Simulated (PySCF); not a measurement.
A structure optimised at PBE-D3(BJ)/def2-SVP, used in a PySCF frequency run:

```
Si
N 1 1.7601
H 2 1.0249 1 116.25
H 2 1.0254 3 108.49 1 133.75
H 1 1.5081 2 105.93 3 -46.80
C 1 1.8882 5 110.83 2 117.94
H 6 1.1088 1 110.26 5 -60.63
H 6 1.1089 7 108.73 1 -121.66
H 6 1.1094 7 108.25 8 -116.77
Si 1 2.3695 5 108.34 2 -122.26
H 10 1.5093 1 111.06 5 59.29
H 10 1.5101 11 107.67 1 125.07
H 10 1.5111 11 107.02 12 115.17
```
Charge 0, spin multiplicity 1.

Problem. Write its SMILES and formula.

Solution. C[Si@@H](N)[SiH3], CH₉NSi₂

Problem. What are its rotational constants (standard atomic weights)?

Solution. 5.2737, 2.6555, 2.0009 GHz
